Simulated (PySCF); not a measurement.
Geometry:
```csv
atom,x (Å),y (Å),z (Å)
C1,-2.646,1.937,-0.080
C2,-1.539,1.444,0.440
C3,-0.667,0.428,-0.237
C4,-0.828,-0.941,0.436
C5,0.052,-1.988,-0.238
O6,1.412,-1.672,-0.155
Si7,1.908,-0.157,-0.505
N8,3.321,0.091,0.422
O9,0.672,0.860,-0.161
H10,-2.994,1.642,-1.056
H11,-3.255,2.651,0.448
H12,-1.188,1.752,1.415
H13,-0.950,0.338,-1.296
H14,-0.526,-0.849,1.481
H15,-1.873,-1.250,0.390
H16,-0.236,-2.084,-1.293
H17,-0.081,-2.962,0.246
H18,2.248,-0.027,-1.917
H19,3.320,-0.135,1.403
H20,3.843,0.931,0.253
```

Level of theory: shielding tensors at PBE0/pcSseg-1 (GIAO), geometry from GFN2-xTB, in PySCF (no solvent, one averaged value for each set of equivalent atoms, relativity neglected, one computed conformer).

**Question.** List the cross peaks expected in HSQC, COSY and HMBC spectra.

**Answer.** 

HSQC (one-bond C–H):
| δH | δC |
| --- | --- |
| 6.28 (H12) | 152.3 (C2) |
| 5.38 (H10) | 119.8 (C1) |
| 5.28 (H11) | 119.8 (C1) |
| 4.45 (H13) | 80.3 (C3) |
| 4.37 (H17) | 66.7 (C5) |
| 4.30 (H16) | 66.7 (C5) |
| 1.91 (H14) | 43.1 (C4) |
| 1.26 (H15) | 43.1 (C4) |

COSY cross peaks (H two or three bonds apart, from the bond graph; peaks can be absent where the dihedral angle is near 90°):
| δH | δH |
| --- | --- |
| 6.28 (H12) | 5.38 (H10) |
| 6.28 (H12) | 5.28 (H11) |
| 6.28 (H12) | 4.45 (H13) |
| 5.38 (H10) | 5.28 (H11) |
| 4.45 (H13) | 1.91 (H14) |
| 4.45 (H13) | 1.26 (H15) |
| 4.37 (H17) | 4.30 (H16) |
| 4.37 (H17) | 1.91 (H14) |
| 4.37 (H17) | 1.26 (H15) |
| 4.30 (H16) | 1.91 (H14) |
| 4.30 (H16) | 1.26 (H15) |
| 1.91 (H14) | 1.26 (H15) |

HMBC (two and three bonds, from the bond graph):
| δH | δC |
| --- | --- |
| 6.28 (H12) | 119.8 (C1), 80.3 (C3), 43.1 (C4) |
| 5.38 (H10) | 152.3 (C2), 80.3 (C3) |
| 5.28 (H11) | 152.3 (C2), 80.3 (C3) |
| 4.58 (H18) | 80.3 (C3), 66.7 (C5) |
| 4.45 (H13) | 152.3 (C2), 119.8 (C1), 66.7 (C5), 43.1 (C4) |
| 4.37 (H17) | 80.3 (C3), 43.1 (C4) |
| 4.30 (H16) | 80.3 (C3), 43.1 (C4) |
| 1.91 (H14) | 152.3 (C2), 80.3 (C3), 66.7 (C5) |
| 1.26 (H15) | 152.3 (C2), 80.3 (C3), 66.7 (C5) |

Referencing at the same level of theory: 1H (31.72 ppm) and 13C (186.93 ppm) against TMS.

Short H···H contacts in this conformer between protons four or more bonds apart (candidates for NOE cross peaks, intensity ∝ r⁻⁶): H10···H13 2.44 Å, H13···H16 2.53 Å, H12···H14 2.68 Å.

Exchangeable OH/NH protons stand at their gas-phase positions; hydrogen bonding in a real sample shifts them, mostly to higher δ. Shifts are as computed. Against solution values, carbons near 30 ppm lie about +3 ppm off and those near 130 ppm about +5 ppm. Of 1211 compounds with measured shifts, 218 miss one by over three times the rms of a fit or turn the order of signals round; such compounds aren't used in these exercises.
